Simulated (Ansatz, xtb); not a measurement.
# ClH9Si3Sn: which of two isomers lies lower

Structure X: `[SiH3][Sn]([SiH3])([SiH3])[Cl]`, a singlet. Structure Y: `[SiH3][SiH2][Sn@H]([SiH3])[Cl]`, a singlet. Both are isolated molecules in the gas phase, relaxed with PBE0-D4/def2-SVP, each in the lowest conformer that the search found.

Q: Which of the two would you expect CCSD(T)/def2-SVP + ΔMP2/def2-TZVPP electronic energies to favour?

A: Structure X; the calculation gives E(Y) − E(X) = +0.277 eV.

The same difference at several levels:

```csv
level,geometry,E(Y) − E(X) (eV),departure from the last row (eV),"job, with rough time for the two"
PBE0-D4/def2-SVP,PBE0-D4/def2-SVP,+0.206,−0.070,"optimisation, 2.8 min"
HF/def2-SVP,PBE0-D4/def2-SVP,+0.270,−0.007,part of the CCSD(T) run
MP2/def2-SVP,PBE0-D4/def2-SVP,+0.251,−0.026,part of the CCSD(T) run
CCSD(T)/def2-SVP,PBE0-D4/def2-SVP,+0.232,−0.045,single point
CCSD(T)/def2-SVP + ΔMP2/def2-TZVPP,PBE0-D4/def2-SVP,+0.277,,"single point, 86 s"
```

As drawn, Y has 1 Si–Si, 1 Sn–H in place of 1 Si–Sn, 1 Si–H.

None of the levels shown reverses the order. The largest departure from CCSD(T)/def2-SVP + ΔMP2/def2-TZVPP is that of PBE0-D4/def2-SVP, 0.070 eV. Levels run at GFN2-xTB geometries aren't shown. The last row adds to CCSD(T) the change of the MP2 difference between the two basis sets, here +0.045 eV.

With thermal terms from frequencies at re-optimised GFN2-xTB minima (ideal gas, soft modes damped towards free rotors, one conformer each, 298.15 K, 1 atm): the zero-point term adds −0.056 eV; ΔH is +0.209 and ΔG +0.211 eV.

The correlated steps freeze 24 core orbitals; the filled d shell of Sn is correlated, in a basis made for valence electrons. Atoms past krypton carry core potentials in the def2 sets and no spin–orbit term is included. Mirror images aren't counted in ΔG. Codes used: Ansatz 0.2.0, xtb 6.7.1; the last row on 2 threads of Arm Neoverse V2 on a shared host.
